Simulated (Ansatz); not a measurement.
Start from `F[CH2][AlH][Br]` and change one atom or group to get `F[CH2][AlH][F]`.

Ansatz, PBE0-D4/def2-TZVP geometries, multiplicity 1. Each molecule was computed in one conformer, which needn't be the lowest.

Scalar relativity is left out up to krypton.

| property | `F[CH2][AlH][Br]` |
| --- | --- |
| LUMO energy (ωB97M-V/def2-TZVPP) / eV | 0.10 |
| LUMO energy (PBE0/def2-TZVPP) / eV | -1.53 |
| LUMO energy (B3LYP/def2-TZVPP) / eV | -1.74 |
| size of the dipole moment (ωB97M-V/def2-TZVPP) / D | 2.40 |
| HOMO–LUMO gap (ωB97M-V/def2-TZVPP) / eV | 10.34 |
| HOMO energy (PBE/def2-TZVPP) / eV | -6.62 |

Q: What does the change do to each property? (Estimate.)

A: The calculation gave: 
```tsv
property	`F[CH2][AlH][F]`	shift
LUMO energy (ωB97M-V/def2-TZVPP) / eV	0.43	0.33
LUMO energy (PBE0/def2-TZVPP) / eV	-1.14	0.39
LUMO energy (B3LYP/def2-TZVPP) / eV	-1.40	0.34
size of the dipole moment (ωB97M-V/def2-TZVPP) / D	2.56	0.16
HOMO–LUMO gap (ωB97M-V/def2-TZVPP) / eV	10.82	0.48
HOMO energy (PBE/def2-TZVPP) / eV	-6.66	-0.04
```

With PBE0 the HOMO falls by 0.11 eV and the LUMO rises by 0.39 eV, so the gap widens by about 0.50 eV. PBE moves the HOMO by -0.04 eV and ωB97M-V by -0.15 eV. Dipoles are sizes alone; their direction can turn.

B3LYP here is the variant with VWN-RPA as its local correlation; programs differ in this.

Spin–orbit coupling is left out; it splits and shifts lone-pair levels of the heavy atoms by tenths of an eV.
